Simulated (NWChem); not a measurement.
CrN2H3SCl; SMILES [NH]=[Cr]([NH2])(=[S])[Cl]

```xyz
8

Cr     0.3275    -0.0586    -0.0518
N      1.2352    -0.0058    -1.3407
H      1.3700    -0.3985    -2.2775
S     -0.9448    -1.5572    -0.1667
Cl    -0.7513     1.8042     0.1109
N      1.4074    -0.2786     1.3186
H      2.4175    -0.1937     1.2584
H      1.0862    -0.6649     2.2030
```
Atoms are numbered in this order, from 1.

Structure relaxed at the PBE0/def2-SVP level. Not confirmed as a minimum by frequencies. B3LYP is NWChem's, with the RPA form of VWN correlation.

Task: Give the principal values of the shielding tensors (ppm) of Cr1, N2, S4, Cl5, N6 from B3LYP/6-31G* (spherical d), GIAO (NWChem), with their diamagnetic and paramagnetic parts as GIAO splits them.

Result: 
```tsv
atom	σ11	σ22	σ33	isotropic	diamagnetic	paramagnetic
Cr1	-4679.0	-3639.1	-2274.8	-3531.0	1812.5	-5343.4
N2	-825.5	-187.4	-49.4	-354.1	329.5	-683.6
S4	-2842.2	-1098.2	206.3	-1244.7	1059.1	-2303.8
Cl5	257.8	766.9	832.1	618.9	1147.6	-528.6
N6	-380.3	118.5	250.4	-3.8	324.3	-328.1
```
